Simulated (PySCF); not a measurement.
**Working out the excitation energy of Sb²⁺**

Sb²⁺ [Kr] 4d10 5s2 5p1 (2P) → Sb²⁺ [Kr] 4d10 5s1 5p1 6s1 (4P). All numbers are calculated (PySCF 2.14, a scalar-relativistic core potential, in aug-cc-pVDZ-PP with ECP28MDF (5s4p3d, 32 functions)). Frozen: 4s2 4p6 4d10. Energies in hartree (1 hartree = 27.21139 eV):

| part | Sb²⁺ (lower) | Sb²⁺ (upper) |
| --- | --- | --- |
| UHF | -238.369407 | -237.713768 |
| CCSD correlation | -0.041159 | -0.014189 |
| (T) | -0.000340 | -0.000259 |

**Question.** What does Hartree-Fock give?

**Answer.** (-237.713768) − (-238.369407) = 0.655639 hartree = 17.841 eV.

**Question.** What do CCSD and CCSD(T) give?

**Answer.** The CCSD correlation energies differ by 0.026970 hartree = 0.734 eV and the triples by 0.000081 hartree = 0.002 eV, so CCSD gives 18.575 eV and CCSD(T) 18.577 eV.

A double-zeta basis recovers only part of the correlation energy.

The coupled-cluster amplitudes are large, so a single reference is strained.
